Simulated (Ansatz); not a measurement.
Na₂₁, relaxed as a doublet with UKS PBE/def2-SVP in Ansatz, starting from the GFN1-xTB geometry. Force threshold 0.03 eV/Å.

Another isomer (doublet) lies 0.28 eV lower at PBE0/def2-TZVP; other spin states weren't run for this one.

Start:

Cartesian coordinates in Å:
```
Na 1.078 -0.731 3.946
Na -0.596 -2.620 -3.163
Na 3.761 2.115 0.590
Na -1.824 3.696 -3.059
Na -0.160 6.251 -1.603
Na -2.265 0.677 2.757
Na -1.551 -3.429 2.945
Na 1.907 5.205 0.793
Na 0.266 0.746 -4.403
Na -3.924 1.652 -0.347
Na -3.541 -1.938 -0.481
Na 1.928 -4.128 3.231
Na 2.835 -0.527 -2.266
Na 3.527 -1.264 1.314
Na -3.059 0.100 -3.458
Na -1.585 4.197 1.374
Na -1.782 -5.222 -0.323
Na 0.089 -6.718 2.023
Na 1.237 2.712 3.223
Na 1.634 -4.377 -0.501
Na 2.026 3.604 -2.592
```

**Question.** Estimate the energy that the relaxation releases and the steps that it takes.

**Answer.** 27.3 kcal/mol, in 22 steps; 2.1 min on 2 threads of AMD EPYC 7R13 on a shared host and a share (18 GiB) of an NVIDIA H100 80GB HBM3. The force fell under the threshold at step 18, but the optimiser went on and released 0.047 eV more. No frequencies were taken in this run, so the end may be a saddle point.

**Question.** Does the start keep its bonding and symmetry?

**Answer.** Bonds formed: Na3–Na16, Na4–Na16, Na6–Na11, Na6–Na13, Na6–Na14, Na7–Na11, Na7–Na14, Na7–Na20 (atoms count from 1). Metal–metal contacts that move far: Na14–Na20 4.07 to 3.42 Å, Na6–Na7 4.17 to 3.64 Å, Na8–Na19 3.55 to 4.05 Å.

**Question.** Predict the relaxed structure.

**Answer.** 
```xyz
21

Na    0.5906   -0.8658    4.9103
Na   -0.6290   -2.7449   -3.2557
Na    3.1275    1.7854   -0.1304
Na   -1.6126    3.3308   -2.9415
Na   -0.4181    6.3030   -1.2452
Na   -1.3814    0.3777    2.3329
Na   -1.0411   -3.2455    2.5118
Na    2.6455    5.2335    0.6171
Na    0.6957    0.7219   -4.2416
Na   -3.3844    1.6135   -0.4463
Na   -2.7710   -1.9319   -0.3080
Na    2.3991   -3.9754    3.1198
Na   -0.0343    0.1157   -1.0473
Na    1.9477   -0.8450    1.7882
Na   -2.9480   -0.1043   -3.4497
Na   -0.2824    3.3250    0.4946
Na   -1.8329   -5.3416   -0.7279
Na    0.3644   -6.4838    1.6729
Na    1.6134    2.3498    3.2697
Na    1.1671   -3.4176   -0.3211
Na    1.7842    3.7997   -2.6027
```
Bond lengths (bridged metal pairs left out): 64 × Na–Na 3.33 to 3.94 Å.
